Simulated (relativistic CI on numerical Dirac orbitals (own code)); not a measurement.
## Slater and spin-orbit integrals, Pb LXXVII

Method of calculation: Dirac-Coulomb-Breit CI, orbitals from a KLI potential per configuration, QED by a radiative potential, unscaled Slater integrals (own radial code, finite nucleus).

Slater integrals F^k, G^k are unscaled and averaged over j, outside the closed core 1s2; ζ comes from projecting the Hamiltonian with its Breit term on Σ l·s of the shell.

- 2s²2p²: F^2(2p,2p) = 1.5967e+06, ζ(2p) = 1.2531e+07 cm⁻¹; <r>(2p) = 0.05831, <r^2>(2p) = 0.004166 (bohr units).
- 2s2p³: F^2(2p,2p) = 1.5958e+06, G^1(2s,2p) = 1.738e+06, ζ(2p) = 1.2509e+07 cm⁻¹; <r>(2s) = 0.06481, <r^2>(2s) = 0.005019, <r>(2p) = 0.05834, <r^2>(2p) = 0.004171 (bohr units).
- 2p⁴: F^2(2p,2p) = 1.5941e+06, ζ(2p) = 1.2488e+07 cm⁻¹; <r>(2p) = 0.0584, <r^2>(2p) = 0.00418 (bohr units).

Averages of the first 10 configurations, taken without configuration mixing, which lowers the lowest level and can move excited configurations by several eV; other configurations of the list can lie among them:

| Configuration | Parity | States | Average energy above the lowest level (eV) |
| --- | --- | --- | --- |
| 2s²2p² | even | 15 | 3084.6 |
| 2s2p³ | odd | 40 | 5003.6 |
| 2p⁴ | even | 15 | 6994.4 |
| 2p³3s | odd | 40 | 18712.0 |
| 2s²2p3s | odd | 12 | 14881.1 |
| 2p³3p | even | 120 | 19271.4 |
| 2s²2p3p | even | 36 | 15455.2 |
| 2p³3d | odd | 200 | 19692.2 |
| 2s²2p3d | odd | 60 | 15875.5 |
| 2s2p²3s | even | 60 | 16760.4 |
